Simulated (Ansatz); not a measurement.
Reaction (formal exchange of groups at a B–C bond): `BC(F)OC` + `[SiH3][SiH2][SnH3]` → `[BH2][SnH2][SiH2][SiH3]` + `COCF`

Program: Ansatz. Geometries: PBE0-D4/def2-TZVP. ΔE: electronic, gas phase. CBS: MP2 limit from def2 TZ/QZ plus the TZ coupled-cluster correction, frozen cores. Functionals use def2-TZVPP. Elements past krypton have def2 core potentials. For Sn outer-core shells are correlated without core-valence functions, which leaves a few kJ/mol of doubt a bond. One conformer a species, not always the lowest.

(1) Is it downhill or uphill in electronic energy at CCSD(T)/CBS, and by how much? (An estimate is asked.)

(2) What do these levels give: BLYP-D4, r2SCAN0-D4, PBE-QIDH, CAM-B3LYP, CCSD/def2-TZVPP, HF/CBS(def2)? (Estimate.)

(3) What do rigid-rotor, harmonic-oscillator terms from PBE0-D4/def2-TZVP frequencies (298.15 K, 1 bar) make of the CCSD(T)/CBS value? (Best estimate.)

Largest T1 diagnostic among the species: 0.014.

## Answers

(1) The calculation gave: Downhill: ΔE = -14.5 kJ/mol.

(2) Computed: BLYP-D4 -6.6, r2SCAN0-D4 -10.2, PBE-QIDH -12.5, CAM-B3LYP -0.5, CCSD/def2-TZVPP -11.3, HF/CBS(def2) -3.0 kJ/mol.

(3) Computed: ΔZPE = +10.1 kJ/mol, ΔH = -4.3 kJ/mol, ΔS = 3 J/(mol·K), ΔG = -5.2 kJ/mol. Modes under 50 cm⁻¹ make the entropy rough.

Leaving LDA and LC-ωPBE aside and taking each functional with its dispersion term where it has one, the values, not all of them listed here, spread over 11.0 kJ/mol, from HSE06-D4 to B97M-V. LDA lies +5.0 kJ/mol from PBE without D4. At CCSD(T), def2-SVP lies +12.6 kJ/mol from the extrapolated value and def2-TZVPP +2.3 kJ/mol. In def2-TZVPP, CCSD(T) changes the Hartree–Fock value by −9.4 kJ/mol (the triples alone add −0.9 kJ/mol) and MP2 by −12.0 kJ/mol.
